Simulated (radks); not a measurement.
The numbers below are computed, except where a source is named.
The table gives one normalised radial function P(r) = r R(r) (large component) of I4+ in [Kr] 4d10 5s2 5p1 (r in bohr). Level of theory: Dirac Kohn-Sham, PW91, spin-unpolarised, spherical densities, point nucleus; open shells are shared between the two j in proportion to 2j + 1 (a radial shooting solver on a logarithmic mesh with Libxc functionals).

r	P
0.0011	0.0000
0.001479	0.0000
0.001988	0.0000
0.002673	0.0000
0.003594	0.0000
0.004831	0.0000
0.006496	0.0000
0.008803	0.0000
0.01184	0.0000
0.01591	0.0000
0.02139	0.0001
0.02876	0.0002
0.03867	0.0006
0.05199	0.0017
0.07047	0.0047
0.09474	0.0118
0.1274	0.0276
0.1713	0.0594
0.2302	0.1167
0.3096	0.2064
0.4162	0.3254
0.564	0.4587
0.7583	0.5676
1.02	0.6329
1.371	0.6541
1.843	0.6260
2.478	0.5234
3.331	0.3536
4.515	0.1630
6.07	0.0440
8.161	0.0061
10.97	0.0003

Which n and l does it have? It may be an empty orbital.

Answer. n = 4, l = 3: the number of nodes gives n - l - 1 = 0, the rise at small r points to l (for j = l - 1/2 the large component starts as r^gamma with gamma = sqrt(l^2 - (Z/c)^2) = 2.97 and the r^(l+1) term takes over further out; the orbital of l - 1 with the same j starts with the same power, but with a larger coefficient, and does not steepen), and the extent must fit the shell. The curve is that of 4f5/2; the two j differ most near the nucleus, where j = l - 1/2 has the larger amplitude, and in heavy atoms j = l - 1/2 is also the more compact. 4f5/2 (empty): eigenvalue -23.589 eV, 0 radial nodes, <r> = 1.94 bohr, 90 % of the charge inside 3.29 bohr.
